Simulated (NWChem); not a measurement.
Everything below was run with NWChem. System: FGe (+1), charge 1, spin multiplicity 1, at a geometry optimised with B3LYP/def2-SVP. The structure started from a generated list of species. Level: TDA-BHandHLYP/def2-SVPD.

Output (cleaned and shortened):

```
             Northwest Computational Chemistry Package (NWChem) 7.3.0
             --------------------------------------------------------

                                NWChem Input Module
                                -------------------

 Scaling coordinates for geometry "geometry" by  1.889725989
 (inverse scale =  0.529177249)

 Turning off AUTOSYM since
 SYMMETRY directive was detected!

                             Geometry "geometry" -> ""
                             -------------------------

 Output coordinates in angstroms (scale by  1.889725989 to convert to a.u.)

  No.       Tag          Charge          X              Y              Z
 ---- ---------------- ---------- -------------- -------------- --------------
    1 F                    9.0000     0.00000000     0.00000000     1.32271600
    2 Ge                  32.0000     0.00000000     0.00000000    -0.37201400

 Effective nuclear repulsion energy (a.u.)      89.9276272397

            Nuclear Dipole moment (a.u.)
            ----------------------------
        X                 Y               Z
 ---------------- ---------------- ----------------
     0.0000000000     0.0000000000    -0.0000075589

      Symmetry information
      --------------------

 Group name             C2v
 Group number             16
 Group order               4
 No. of unique centers     2

      Symmetry unique atoms

     1    2


 Summary of "ao basis" -> "" (spherical)
 ------------------------------------------------------------------------------
       Tag                 Description            Shells   Functions and Types
 ---------------- ------------------------------  ------  ---------------------
 *                         def2-svpd                  on all atoms

                                 NWChem DFT Module
                                 -----------------

 Summary of "ao basis" -> "ao basis" (spherical)
 ------------------------------------------------------------------------------
       Tag                 Description            Shells   Functions and Types
 ---------------- ------------------------------  ------  ---------------------
 F                         def2-svpd                 9       23   4s3p2d
 Ge                        def2-svpd                14       38   6s4p4d

 Summary of "ao basis" -> "ao basis" (spherical)
 ------------------------------------------------------------------------------
       Tag                 Description            Shells   Functions and Types
[...]
          sigma_e =   1.5090 Angstrom
          sigma_h =   0.7793 Angstrom
         |d_h->e| =   1.5108 Angstrom
            d_exc =   2.2730 Angstrom
            d_CD1 =   2.2405 Angstrom
            d_CD2 =   0.3667 Angstrom
            d_CD3 =   3.7838 Angstrom
     Pearson C.C. =   0.0002

     Occ.   18  b1  ---  Virt.   21  b2       0.70274
     Occ.   18  b1  ---  Virt.   27  b2       0.06417
     Occ.   19  b2  ---  Virt.   22  b1      -0.70274
     Occ.   19  b2  ---  Virt.   28  b1       0.06417
  ----------------------------------------------------------------------------
  Root   4 singlet a2             0.304204706 a.u.                8.2778 eV
  ----------------------------------------------------------------------------
     Transition Moments    X  0.00000   Y  0.00000   Z -0.00000
     Transition Moments   XX  0.00000  XY -0.53159  XZ -0.00000
     Transition Moments   YY -0.00000  YZ  0.00000  ZZ  0.00000
     Dipole Oscillator Strength                    0.0000000000
     Electric Quadrupole                           0.0000000424
     Magnetic Dipole                               0.0000000000
     Total Oscillator Strength                     0.0000000424

          sigma_e =   1.5103 Angstrom
          sigma_h =   0.7795 Angstrom
         |d_h->e| =   1.5229 Angstrom
            d_exc =   2.2808 Angstrom
            d_CD1 =   2.2538 Angstrom
            d_CD2 =   0.3781 Angstrom
            d_CD3 =   3.8038 Angstrom
     Pearson C.C. =   0.0025

     Occ.   18  b1  ---  Virt.   21  b2      -0.70346
     Occ.   18  b1  ---  Virt.   27  b2      -0.05842
     Occ.   19  b2  ---  Virt.   22  b1      -0.70346
     Occ.   19  b2  ---  Virt.   28  b1       0.05842
  ----------------------------------------------------------------------------
  Root   5 singlet a1             0.304204706 a.u.                8.2778 eV
  ----------------------------------------------------------------------------
     Transition Moments    X  0.00000   Y -0.00000   Z -0.00000
     Transition Moments   XX -0.53159  XY -0.00000  XZ  0.00000
     Transition Moments   YY  0.53159  YZ -0.00000  ZZ -0.00000
     Dipole Oscillator Strength                    0.0000000000
     Electric Quadrupole                           0.0000000424
     Magnetic Dipole                               0.0000000000
     Total Oscillator Strength                     0.0000000424

          sigma_e =   1.5103 Angstrom
          sigma_h =   0.7795 Angstrom
         |d_h->e| =   1.5229 Angstrom
            d_exc =   2.2808 Angstrom
            d_CD1 =   2.2538 Angstrom
            d_CD2 =   0.3781 Angstrom
            d_CD3 =   3.8038 Angstrom
     Pearson C.C. =   0.0025

     Occ.   18  b1  ---  Virt.   22  b1      -0.70346
     Occ.   18  b1  ---  Virt.   28  b1       0.05842
     Occ.   19  b2  ---  Virt.   21  b2       0.70346
     Occ.   19  b2  ---  Virt.   27  b2       0.05842
  ----------------------------------------------------------------------------
  Root   6 singlet a1             0.346724050 a.u.                9.4348 eV
  ----------------------------------------------------------------------------
     Transition Moments    X -0.00000   Y -0.00000   Z -0.11724
     Transition Moments   XX -0.74588  XY  0.00000  XZ  0.00000
     Transition Moments   YY -0.74588  YZ -0.00000  ZZ  2.51497
     Dipole Oscillator Strength                    0.0031771177
     Electric Quadrupole                           0.0000007867
     Magnetic Dipole                               0.0000000000
     Total Oscillator Strength                     0.0031779044

          sigma_e =   1.5739 Angstrom
          sigma_h =   1.1256 Angstrom
         |d_h->e| =   1.3355 Angstrom
            d_exc =   2.3411 Angstrom
            d_CD1 =   1.7837 Angstrom
            d_CD2 =  -0.0143 Angstrom
            d_CD3 =   3.6765 Angstrom
     Pearson C.C. =   0.0132

     Occ.   17  a1  ---  Virt.   23  a1      -0.13806
     Occ.   17  a1  ---  Virt.   32  a1       0.06164
     Occ.   18  b1  ---  Virt.   22  b1      -0.58502
     Occ.   19  b2  ---  Virt.   21  b2      -0.58502
     Occ.   20  a1  ---  Virt.   23  a1       0.52533
     Occ.   20  a1  ---  Virt.   32  a1      -0.07556

              Target root =      1
          Target symmetry = none
      Ground state energy =  -2176.170658347886
        Excitation energy =      0.266610333098
     Excited state energy =  -2175.904048014788

  stored tddft:energy   -2175.9040480147878

 Task  times  cpu:       40.4s     wall:       40.4s

 Total times  cpu:       40.5s     wall:       40.5s
```

Question: Write an NWChem input that would produce this output.

Answer: This is not unique; one that fits is 
```
start mol
memory heap 200 mb stack 900 mb global 1100 mb
charge 1
geometry units angstroms nocenter noautoz
  F      0.000000     0.000000     1.322716
  Ge     0.000000     0.000000    -0.372014
  symmetry group C2v
end
basis spherical
  * library def2-svpd
end
dft
  xc bhlyp
  semidirect memsize 60000000 filesize 0
  iterations 100
end
tddft
  cis
  nroots 6
  notriplet
  thresh 1e-4
end
task tddft energy
```
